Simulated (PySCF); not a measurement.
Species: C7H9FO.
Atom-mapped SMILES: `[CH3:1][C@H:2]1[CH2:3][CH:4]=[C:5]([F:6])[C:7](=[O:8])[CH2:9]1` (hydrogens: H10, H11, H12 on C1; H13 on C2; H14, H15 on C3; H16 on C4; H17, H18 on C9)

Structure used (PBE0-D3(BJ)/def2-SVP), in Å, numbered top down from 1:
```
atom  x, y, z in Å
C1    -1.2909   -0.4402   -0.1273
C2     0.1312    0.0961   -0.1274
C3     0.5724    0.5581    1.2605
C4     2.0107    0.9623    1.2986
C5     2.8935    0.5401    0.3839
F6     4.1600    0.9313    0.4117
C7     2.5477   -0.4009   -0.7117
O8     3.3633   -0.7406   -1.5352
C9     1.1285   -0.9208   -0.6760
H10   -1.6101   -0.7206   -1.1425
H11   -1.3761   -1.3359    0.5096
H12   -2.0002    0.3111    0.2528
H13    0.1689    0.9824   -0.7881
H14   -0.0561    1.3978    1.6005
H15    0.4004   -0.2537    1.9955
H16    2.3687    1.6198    2.0970
H17    0.8715   -1.2551   -1.6920
H18    1.1296   -1.8228   -0.0339
```

Computed with PySCF at CAM-B3LYP/def2-SVPD, non-relativistic, on one gas-phase PBE0-D3(BJ)/def2-SVP geometry that isn't relaxed in the solvent. The solvent is an IEF-PCM continuum (cavity from Bondi-type radii × 1.2), and excitations are vertical TDDFT with non-equilibrium linear response and a frozen core. The model holds no explicit solvent molecules, cavitation or dispersion.

```json
{"run": "gas", "E − E(gas) (kcal/mol)": "0.00", "HOMO (eV)": "-8.99", "HOMO–LUMO gap (eV)": "8.37", "dipole (D)": "5.02", "lowest singlet (eV)": "3.94", "static polarisability (au)": "84.2"}
{"run": "P", "E − E(gas) (kcal/mol)": "-6.77", "HOMO (eV)": "-8.94", "HOMO–LUMO gap (eV)": "8.36", "dipole (D)": "6.55", "lowest singlet (eV)": "4.15", "static polarisability (au)": "110.0"}
{"run": "Q", "E − E(gas) (kcal/mol)": "-7.58", "HOMO (eV)": "-8.93", "HOMO–LUMO gap (eV)": "8.36", "dipole (D)": "6.74", "lowest singlet (eV)": "4.18", "static polarisability (au)": "113.7"}
```

Q: The runs were made in acetone and dichloromethane. Which run belongs to which solvent?

A: P = dichloromethane, Q = acetone. The dielectric constants are 8.93 (dichloromethane), 20.49 (acetone), and the energy falls further as ε rises. The optical constants n² used for the excitations are 2.03, 1.85 in the same order. In this model the ground state sees the solvent through ε alone.

Q: How constant is the ratio of the lowering to (ε − 1)/(2ε + 1)?

A: 
```json
{"solvent": "dichloromethane", "(ε − 1)/(2ε + 1)": "0.420", "E − E(gas) (kcal/mol)": "-6.77", "ratio (kcal/mol)": "-16.1", "polarisation term (kcal/mol)": "-8.37"}
{"solvent": "acetone", "(ε − 1)/(2ε + 1)": "0.464", "E − E(gas) (kcal/mol)": "-7.58", "ratio (kcal/mol)": "-16.3", "polarisation term (kcal/mol)": "-9.60"}
```

The ratio changes by +1.3 % in size from dichloromethane to acetone. The polarisation term is half the interaction of the solute with the induced surface charges.

Rough CPU time on one thread of a shared machine: about 1.6 min. This is the whole response run at CAM-B3LYP/def2-SVPD in acetone, SCF included.
